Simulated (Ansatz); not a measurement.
Cost and result for the atomization energy of CH$_{6}$OSiZn (`O[SiH2][CH2][ZnH]`) (10 atoms, 9 bonds).

```xyz
10

O     0.539    0.977   -1.073
Si    0.380   -0.663   -0.761
C    -0.445   -0.673    0.877
Zn   -0.630    1.249    1.272
H     0.949    1.271   -1.888
H    -0.417   -1.283   -1.859
H     1.735   -1.285   -0.772
H    -1.429   -1.148    0.854
H     0.152   -1.161    1.651
H    -0.834    2.716    1.700
```

Charge 0, multiplicity 1. For Zn the d shell is correlated and the shells below it are frozen. Scalar relativity is left out up to krypton. Geometry: relaxed with PBE0-D4/def2-TZVP. It is one conformer, not always the lowest. Program: Ansatz. All runs use 4 threads of an Arm Neoverse V1 on a shared host. Times are those of one run each, without the atoms' runs, and a repeat can differ threefold. Electronic energies, without spin–orbit coupling; frozen cores. CCSD(T)/CBS adds CCSD(T) − MP2 in def2-TZVPP to the MP2 limit, and its time is that of the two runs behind it. T1 = 0.014. With those shells the extrapolation isn't a true limit. B3LYP takes the VWN-RPA correlation (the form of Gaussian; ORCA's B3LYP/G).

CCSD(T)/CBS is a level of theory with its own doubt, some kJ/mol a heavy atom from the limit and from the frozen cores, so smaller differences don't rank the functionals.

```tsv
level	functions	wall time
PBE-D4/def2-TZVPP (with forces)	252	3.5 s
PBE0-D4/def2-TZVPP	252	3.8 s
r2SCAN-D4/def2-TZVPP (with forces)	252	6.5 s
B3LYP-D4/def2-TZVPP (with forces)	252	6.5 s
B2PLYP/def2-TZVPP	252	7 s
ωB97X-V/def2-TZVPP	252	10 s
ωB97M-V/def2-TZVPP (with forces)	252	15 s
MP2/def2-QZVPP	464	24 s
CCSD(T)/def2-TZVPP	252	3 min
CCSD(T)/CBS(def2)	–	3.4 min
```

**Question.** What atomization energy does each give, and how far from CCSD(T)/CBS? (Estimate.)

**Answer.** The calculation gave: 
```csv
level,atomization (kJ/mol),difference from CCSD(T)/CBS,per bond
PBE-D4/def2-TZVPP (with forces),3192.4,-1.9,-0.2
PBE0-D4/def2-TZVPP,3161.6,-32.7,-3.6
r2SCAN-D4/def2-TZVPP (with forces),3204.2,9.9,1.1
B3LYP-D4/def2-TZVPP (with forces),3162.5,-31.8,-3.5
B2PLYP/def2-TZVPP,3140.8,-53.5,-6.0
ωB97X-V/def2-TZVPP,3208.2,13.9,1.5
ωB97M-V/def2-TZVPP (with forces),3198.7,4.4,0.5
MP2/def2-QZVPP,3205.2,10.9,1.2
CCSD(T)/def2-TZVPP,3114.4,-79.9,-8.9
CCSD(T)/CBS(def2),3194.3,0.0,0.0
```

In def2-TZVPP, CCSD(T) changes the Hartree–Fock value by +773.2 kJ/mol (the triples alone add +39.7 kJ/mol) and MP2 by +815.6 kJ/mol; breaking electron pairs costs correlation energy, which Hartree–Fock lacks. From PBE to PBE0 (25 % exact exchange), in def2-TZVPP and without D4, the atomization energy moves by −27.6 kJ/mol: exact exchange takes away binding that semilocal exchange gives to molecules. The D4 term adds +33.3 kJ/mol with B3LYP and +17.3 kJ/mol with PBE0; it sums over pairs of atoms, weighted by their polarisabilities, and B3LYP, whose exchange is more repulsive, gets the larger term.
